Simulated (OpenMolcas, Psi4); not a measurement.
SnNH4Cl (SMILES [NH2][SnH2][Cl]): the vertical ionisation energy, rung by rung

The species is SnNH4Cl (7 atoms), meant as a singlet with charge 0. As SMILES, `[NH2][SnH2][Cl]`. The coordinates come from a PBE0-D4/def2-TZVP relaxation. This is one conformer, not always the lowest.

Quantity: the vertical ionisation energy (to the doublet cation), in eV. The values are calculated.

```json
{"level": "SVWN5/def2-SVP (core potential)", "kind": "LDA", "program": "OpenMolcas", "value (eV)": "9.55"}
{"level": "PBE/def2-SVP (core potential)", "kind": "GGA", "program": "OpenMolcas", "value (eV)": "9.41"}
{"level": "revPBE/def2-SVP (core potential)", "kind": "GGA", "program": "OpenMolcas", "value (eV)": "9.37"}
{"level": "M06-L/def2-SVP (core potential)", "kind": "meta-GGA", "program": "OpenMolcas", "value (eV)": "9.58"}
{"level": "r2SCAN/def2-SVP (core potential)", "kind": "meta-GGA", "program": "OpenMolcas", "value (eV)": "9.55"}
{"level": "B3LYP/def2-SVP (core potential)", "kind": "global hybrid", "program": "OpenMolcas", "value (eV)": "9.65"}
{"level": "PBE0/def2-SVP (core potential)", "kind": "global hybrid", "program": "OpenMolcas", "value (eV)": "9.66"}
{"level": "CCSD/def2-SVP (core potential)", "kind": "coupled cluster or CI", "program": "Psi4", "value (eV)": "9.47"}
```

Spin-orbit coupling, which can split open shells on such heavy atoms by tenths of an eV, is left out. The values span 9.37 to 9.66 eV. In the correlated wave-function rows the outer d shell of Sn is correlated, in sets not made for it.
